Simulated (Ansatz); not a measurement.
Two members of one family (Cyclo-(X2GeS)n), computed with Ansatz in the gas phase. The two geometries come from different levels. Binding counts from free atoms in the multiplicity of their measured ground term, without zero-point energy. A dash marks a value that wasn't run or was left out as unsound. The structures are stationary points that may keep the symmetry of their start. Remarks come from the PBE and PBE0 runs and from stability tests at other levels; not every state was tested. HOMO above LUMO (over both spins in singlets and doublets, within one spin in higher multiplets; at PBE or PBE0), or a gap under 0.15 eV within one spin, warns that the state may not be the lowest or that an electron is smeared out.

First: cyclo-(H2GeS)2 (singlet, charge 0, PBE0-D4/def2-SVP geometry).

```xyz
8

Ge    1.0560   -1.0411   -0.0125
H     1.9626   -1.3702    1.1848
H     1.3858   -1.9301   -1.2239
S     1.1173    1.1398   -0.5340
Ge   -1.0558    1.0412    0.0126
H    -1.3833    1.9280    1.2250
H    -1.9640    1.3728   -1.1828
S    -1.1184   -1.1404    0.5307
```

```json
{"level": "PBE-D4/def2-SVP", "HOMO (eV)": "-6.07", "LUMO (eV)": "-1.78", "gap (eV)": "4.29", "vertical triplet (eV)": "–", "binding per atom (eV)": "2.93"}
{"level": "PBE-D4/def2-TZVP", "HOMO (eV)": "-6.16", "LUMO (eV)": "-2.06", "gap (eV)": "4.10", "vertical triplet (eV)": "4.01", "binding per atom (eV)": "2.94"}
{"level": "r2SCAN-D4/def2-TZVP", "HOMO (eV)": "-6.44", "LUMO (eV)": "-1.85", "gap (eV)": "4.60", "vertical triplet (eV)": "4.29", "binding per atom (eV)": "2.96"}
{"level": "PBE0-D4/def2-SVP", "HOMO (eV)": "-7.31", "LUMO (eV)": "-1.00", "gap (eV)": "6.32", "vertical triplet (eV)": "–", "binding per atom (eV)": "2.90"}
{"level": "PBE0-D4/def2-TZVP", "HOMO (eV)": "-7.35", "LUMO (eV)": "-1.16", "gap (eV)": "6.19", "vertical triplet (eV)": "4.57", "binding per atom (eV)": "2.92"}
```

Remarks: gap within one spin near zero at PBE or PBE0 (triplet).

Second: cyclo-(Cl2GeS)4 (singlet, charge 0, PBE-D4/def2-SVP geometry).

| atom | x (Å) | y (Å) | z (Å) |
| --- | --- | --- | --- |
| Ge1 | 0.687 | -1.405 | 1.991 |
| Cl2 | 1.664 | -2.252 | 3.717 |
| Cl3 | 0.449 | -2.949 | 0.500 |
| S4 | -1.280 | -0.738 | 2.829 |
| Ge5 | -2.297 | 0.179 | 1.056 |
| Cl6 | -4.175 | 0.839 | 1.889 |
| Cl7 | -2.698 | -1.273 | -0.491 |
| S8 | -1.230 | 1.996 | 0.300 |
| Ge9 | -0.694 | 1.494 | -1.814 |
| Cl10 | -2.415 | 1.267 | -3.093 |
| Cl11 | 0.381 | 3.268 | -2.411 |
| S12 | 0.470 | -0.384 | -2.163 |
| Ge13 | 2.286 | -0.097 | -0.886 |
| Cl14 | 3.450 | -1.874 | -1.249 |
| Cl15 | 3.455 | 1.621 | -1.464 |
| S16 | 1.948 | 0.308 | 1.289 |

Task: Estimate the same table for the second.

Result: 
```tsv
level	HOMO (eV)	LUMO (eV)	gap (eV)	vertical triplet (eV)	binding per atom (eV)
PBE-D4/def2-SVP	-7.01	-3.52	3.49	–	3.33
PBE-D4/def2-TZVP	-7.11	-3.67	3.44	–	3.33
r2SCAN-D4/def2-TZVP	-7.46	-3.53	3.93	3.91	3.28
PBE0-D4/def2-SVP	-8.36	-2.75	5.61	–	3.23
PBE0-D4/def2-TZVP	-8.37	-2.83	5.55	4.20	3.26
```

Remarks: gap within one spin near zero at PBE or PBE0 (triplet), HOMO above LUMO (triplet).
